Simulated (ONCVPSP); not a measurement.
**phosphorus (P): variants of one ONCV potential**

Base potential:

```json
{"Element": "phosphorus", "Generator": "ONCVPSP 4.0.1", "Type": "optimised norm-conserving Vanderbilt (ONCV)", "Functional": "PBEsol", "Relativity": "scalar-relativistic", "Frozen core": "[Ne]", "Valence charge": "5", "Reference configuration": "3s2 3p3", "Partial waves": "3s: rc 1.15 bohr, ncon 3, nbas 7, qcut 7 1/bohr, 1 projector; 3p: rc 1.65 bohr, ncon 5, nbas 8, qcut 5.5 1/bohr, 2 projectors, debl 2.6 Ha", "Local potential": "polynomial inside 0.75 bohr (lpopt 5, dvloc0 0 Ha)", "Core correction": "polynomial model core, fcfact 0.25"}
```

Cutoffs, loose and tight: the cutoffs (Ha) at which the residual kinetic energy of the hardest occupied pseudo-wave falls to 1 and 0.1 mHa per electron. They do not see the model core or the augmentation charge, which bear on the density cutoff. Test errors are all-electron minus pseudo excitation energies from the reference, over the configurations 3s2 3p2; 3s2 3p1; 3s2 3p0; 3s0 3p5. A dash means not determined; rows that change the core or the reference have their own tests.

For the base: The cutoffs count occupied waves only; projector 2 of the p channel, the hardest unoccupied one, needs 67 Ha at the loose tolerance.

A true bound ghost makes a file unfit for plane-wave use even where its test errors are small: the radial tests pick states by their node count and pass the ghost by.

| change | outcome | cutoff, loose | cutoff, tight | bound ghosts | GHOST(+) flags above zero | largest test error (meV) |
| --- | --- | --- | --- | --- | --- | --- |
| base | generated | 23 Ha | 95 Ha | s | none | -17 |
| core correction Teter function fitted to the true core (icmod 2), fcfact 0.5 | generated | 23 Ha | 95 Ha | s | none | -14 |
| p: qcut 6.3 | generated | 23 Ha | 95 Ha | s | none | -17 |
| s: rc 0.76 | failed: ERROR pspot: first pseudo wave function has node, program will stop | – | – | – | – | – |
| p: nproj 1 | generated | 23 Ha | 95 Ha | s | none | -16 |
| p: debl 0.4 | generated | 23 Ha | 95 Ha | s | none | -17 |

(1) What comes out with this change to the base: p: rc 1.28?

(2) What comes out with this change to the base: all radii but the core radius scaled by about 1.29 (s 1.48, p 2.12 bohr); local potential polynomial inside 0.96 bohr (lpopt 5, dvloc0 0 Ha)?

(3) What comes out with this change to the base: local potential polynomial inside 1.00 bohr (lpopt 5, dvloc0 2 Ha)?

Answers

(1) outcome: generated; cutoff, loose: 101 Ha; cutoff, tight: 121 Ha; bound ghosts: s, p; GHOST(+) flags above zero: none; largest test error (meV): -42.

(2) outcome: generated; cutoff, loose: 12 Ha; cutoff, tight: 14 Ha; bound ghosts: none; GHOST(+) flags above zero: s; largest test error (meV): +108.

(3) outcome: generated; cutoff, loose: 23 Ha; cutoff, tight: 95 Ha; bound ghosts: none; GHOST(+) flags above zero: none; largest test error (meV): +116.
